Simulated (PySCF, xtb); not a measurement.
CH2Li2, SMILES [CH2]([Li])[Li].

xtb with GFN2-xTB at its own geometry gives an orbital gap of 1.84 eV and a dipole moment of 4.48 D.

Geometry: r2SCAN-D4/def2-TZVPD.

### Question
What does PySCF with B3LYP/def2-TZVPD give? (An estimate is asked for; the answer gives what the named calculation found.)

### Answer
gap 2.01 eV (levels -3.24 and -1.24 eV), dipole 5.09 D.
